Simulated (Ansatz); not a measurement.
`[F][Ga]([F])[SH]` + HCl → `[F][Ga]([SH])[Cl]` + H–F at 400 K and 1 bar (ligand exchange at a Ga–F bond).

Program: Ansatz. Geometries: PBE0-D4/def2-TZVP. ΔE: electronic, gas phase. CCSD(T)/CBS adds triple-zeta CCSD(T) − MP2 to the extrapolated MP2 energy (def2 sets, frozen cores). This one scheme is used for every species. For Ga outer-core shells are correlated without core-valence functions, which leaves a few kJ/mol of doubt a bond. Scalar relativity is left out up to krypton. Each species was taken in one conformer, which may not be the lowest.

```
            species  CCSD(T)/CBS energy (Eh)  H − E (kJ/mol)  S (J/(mol·K))
 `[F][Ga]([F])[SH]`              -2522.02273            62.2          352.9
                HCl               -460.38127            29.6          195.4
`[F][Ga]([SH])[Cl]`              -2882.02312            61.1          364.6
                H–F               -100.39570            36.5          182.2
```

H − E and S are ideal-gas, rigid-rotor, harmonic terms from PBE0-D4/def2-TZVP, for one conformer and one mirror image of each species. 1 Eh = 2625.50 kJ/mol, R = 8.31446 J/(mol·K).

Problem. By hand: ΔE, ΔH, ΔS and ΔG.

Solution. ΔE = (-2882.02312) + (-100.39570) − (-2522.02273) − (-460.38127) = -0.01482 Eh = -38.9 kJ/mol. Δ(H − E) = 61.1 + 36.5 − 62.2 − 29.6 = 5.8, so ΔH = -33.1 kJ/mol. ΔS = 364.6 + 182.2 − 352.9 − 195.4 = -1.5 J/(mol·K). ΔG = -33.1 − 400 × (-1.5)/1000 = -32.5 kJ/mol.

Problem. By hand: the equilibrium constant, and the temperature at which ΔG would vanish if ΔH and ΔS stayed fixed.

Solution. log₁₀ K = −ΔG/(RT ln 10) = 4.2. ΔG = 0 at ΔH/ΔS = 22067 K, far beyond where these terms or the molecules hold.

The number of gas molecules stays the same, so ΔS is small and ΔH decides. A doubt of 5 kJ/mol in ΔE shifts log₁₀ K by 0.7 here. Other conformers and mirror images would add mixing entropy, several J/(mol·K) or more a flexible species. These are equilibria of isolated gas molecules and say nothing of rates. Largest T1 diagnostic: 0.014 (customary marks: 0.02 for closed shells, 0.045 for open ones).
